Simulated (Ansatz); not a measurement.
`CO[Si]C` + HBr → `C[Si]Br` + CH₃OH at 298.15 K and 1 bar (ligand exchange at the Si–O bond).

Isolated molecules relaxed with PBE0-D4/def2-TZVP in Ansatz; ΔE leaves out vibrations. CCSD(T)/CBS is the MP2 limit (def2-TZVPP, def2-QZVPP) plus CCSD(T) − MP2 in def2-TZVPP, frozen cores. This one scheme is used for every species. For Br outer-core shells are correlated without core-valence functions, which leaves a few kJ/mol of doubt a bond. Scalar relativity is left out up to krypton. One conformer a species, not always the lowest.

| species | CCSD(T)/CBS energy (Eh) | H − E (kJ/mol) | S (J/(mol·K)) |
| --- | --- | --- | --- |
| `CO[Si]C` | -443.95718 | 223.9 | 329.3 |
| HBr | -2573.91920 | 24.6 | 198.6 |
| `C[Si]Br` | -2902.25975 | 111.1 | 309.6 |
| CH₃OH | -115.61712 | 146.3 | 238.2 |

H − E and S are ideal-gas, rigid-rotor, harmonic terms from PBE0-D4/def2-TZVP, for one conformer and one mirror image of each species. 1 Eh = 2625.50 kJ/mol, R = 8.31446 J/(mol·K).

Problem. By hand: ΔE, ΔH, ΔS and ΔG.

Solution. ΔE = (-2902.25975) + (-115.61712) − (-443.95718) − (-2573.91920) = -0.00049 Eh = -1.3 kJ/mol. Δ(H − E) = 111.1 + 146.3 − 223.9 − 24.6 = 8.9, so ΔH = 7.6 kJ/mol. ΔS = 309.6 + 238.2 − 329.3 − 198.6 = 19.9 J/(mol·K). ΔG = 7.6 − 298.15 × (19.9)/1000 = 1.7 kJ/mol.

Problem. By hand: the equilibrium constant, and the temperature at which ΔG would vanish if ΔH and ΔS stayed fixed.

Solution. log₁₀ K = −ΔG/(RT ln 10) = -0.3. ΔG = 0 at ΔH/ΔS = 382 K, though so small a ΔH makes that figure unsure.

TΔS isn't small against ΔH here. The sign of ΔG lies within the doubt. A doubt of 5 kJ/mol in ΔE shifts log₁₀ K by 0.9 here. Other conformers and mirror images would add mixing entropy, several J/(mol·K) or more a flexible species. Modes under 60 cm⁻¹, often nearly free rotors, make the harmonic entropy too high. These are equilibria of isolated gas molecules and say nothing of rates. Largest T1 diagnostic: 0.014 (customary marks: 0.02 for closed shells, 0.045 for open ones).
